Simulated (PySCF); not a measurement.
Run record: geometry optimisation, `CO[SiH](Cl)OC`.

Method: PBE0-D3(BJ)/def2-SVP geometry optimisation, gas phase (PySCF 2.14.0). Start geometry: GFN2-xTB. A driver script takes a list of jobs; this job's settings line and coordinates (Å) are shown.

Command:
```bash
OMP_NUM_THREADS=1 python probes_run.py task.json out
```

Input:
```
{"job": {"xc": "PBE0", "basis": "def2-SVP", "d3": "d3bj", "grid": 1, "shake": 0.01, "kind": "geom"}, "charge": 0, "multiplicity": 1}
C     -2.265360    -0.627160    -0.340960
O     -0.899600    -0.444710    -0.352170
Si    -0.030290     0.911850    -0.279980
Cl    -0.477490     2.197250    -1.723640
O      1.511690     0.530000    -0.616820
C      2.388460    -0.369500    -0.008350
H     -2.496560    -1.601560    -0.723570
H     -2.750650     0.149880    -0.986140
H     -2.674940    -0.498590     0.690560
H     -0.164110     1.556820     1.038070
H      2.621580    -1.163120    -0.715490
H      1.964310    -0.825000     0.892280
H      3.278800     0.166960     0.254620
```

Q: What does the run print?

A: 
```
step   0  E = -979.73899180  max force = 0.032263
step   1  E = -979.74502206  max force = 0.007033
step   2  E = -979.74547555  max force = 0.003084
step   3  E = -979.74565650  max force = 0.002442
step   4  E = -979.74572637  max force = 0.001876
step   5  E = -979.74578295  max force = 0.002164
step   6  E = -979.74583466  max force = 0.001997
step   7  E = -979.74590054  max force = 0.001300
step   8  E = -979.74599691  max force = 0.002408
step   9  E = -979.74615307  max force = 0.003725
... (12 lines left out)
step  22  E = -979.74795047  max force = 0.004743
step  23  E = -979.74920922  max force = 0.007120
step  24  E = -979.74965347  max force = 0.005002
step  25  E = -979.75003097  max force = 0.001634
step  26  E = -979.75025025  max force = 0.000929
step  27  E = -979.75019691  max force = 0.002019
step  28  E = -979.75033797  max force = 0.000902
step  29  E = -979.75033436  max force = 0.000420
step  30  E = -979.75033534  max force = 0.000275
step  31  E = -979.75033702  max force = 0.000326
optimisation converged
```

Energies in Eh; «max force» is the largest Cartesian gradient component in Eh/bohr.

Q: At which steps does the energy rise by more than 1e-5 Eh?

A: At step 27 (+0.05 mEh).

Q: Give the first gradient maximum in eV/Å.

A: With 1 Eh/bohr = 51.422 eV/Å, 1.659 eV/Å.

Summary of the converged run: final energy -979.75034 Eh after 31 steps; dipole 1.30 D.

Q: Where do the atoms end?

A: 0.845 Å rms from the input after alignment:
```
atom  x, y, z in Å
C1    -2.1840   -0.7277   -0.5441
O2    -0.9609   -0.4821    0.0960
Si3   -0.1261    0.9302    0.1906
Cl4   -0.1286    1.7721   -1.7043
O5     1.4063    0.6151    0.6640
C6     2.3316   -0.1820   -0.0336
H7    -2.3289   -1.8154   -0.6194
H8    -2.2034   -0.3007   -1.5616
H9    -3.0308   -0.3074    0.0262
H10   -0.6962    1.8982    1.1482
H11    1.9793   -1.2232   -0.1222
H12    3.2809   -0.1779    0.5207
H13    2.5163    0.2128   -1.0474
```

Q: Estimate the wall time. Hardware: one thread of an Arm Neoverse N1, shared host with 64 logical CPUs at a one-minute load of 60. And the peak memory of the process?

A: About 5.9 min, with 0.53 GiB resident at the peak, the Python interpreter and its libraries included.
Labels such as C1 count atoms from 1, the log's own numbers from 0.
